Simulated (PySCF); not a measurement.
**Relaxation of singlet RuS4**

Method: PBE0/[Ru def2-SVP with ECP28, S def2-SVP], scalar-relativistic core potentials, density fitting, no spin–orbit coupling, PySCF. A (50,194) grid was used.

A hand-made square planar start, of D4h symmetry, held to at least that symmetry:

```xyz
5
charge 0 multiplicity 1, angstrom
Ru    0.0000    0.0000    0.0000
S     2.0800    0.0000    0.0000
S     0.0000    2.0800    0.0000
S    -2.0800    0.0000    0.0000
S     0.0000   -2.0800    0.0000
```

What forces act on the atoms at the start (eV/Å)?


```tsv
atom	Fx	Fy	Fz
Ru1	0.00	0.00	0.00
S2	2.47	0.00	0.00
S3	0.00	2.47	0.00
S4	-2.47	0.00	0.00
S5	0.00	-2.47	0.00
```

What does it relax to?

It ends at D4h with Ru–S 2.159 Å (×4); S–Ru–S 90.0° (×4), S–Ru–S 180.0° (×2). A frequency run shows 4 imaginary modes, down to 558i cm⁻¹, so it is a higher-order saddle point.

How much energy is released, and in how many steps?

35.5 kJ/mol in 3 steps.

The relaxation took about 26 core-seconds on a shared host.
